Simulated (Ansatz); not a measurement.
All numbers were calculated with Ansatz.

A structure relaxed at PBE0-D4/def2-TZVP, charge 0, multiplicity 1:

```xyz
8

F     1.2673    2.7785   -0.8192
Ga    0.9133    1.2927    0.0191
F     1.8785    1.0335    1.4434
N    -0.3383    0.1193   -0.5279
Ga   -0.8416   -1.4826    0.2344
H    -0.8210    0.3990   -1.3711
H    -1.9757   -2.2533   -0.5096
H    -0.0826   -1.8871    1.5309
```

Question: Give its formula and SMILES.

Answer: F2Ga2H3N, `[F][Ga]([F])[NH][GaH2]`.

Question: Point group (tolerance 0.08 Å, 0.16 Å for H)?

Answer: Cs.

Question: Summarise the bond lengths by kind.

Answer: 2 × F–Ga 1.740 to 1.742 Å; 2 × Ga–N 1.801 to 1.844 Å; 1 × H–N 1.011 Å; 2 × Ga–H 1.556 to 1.560 Å.
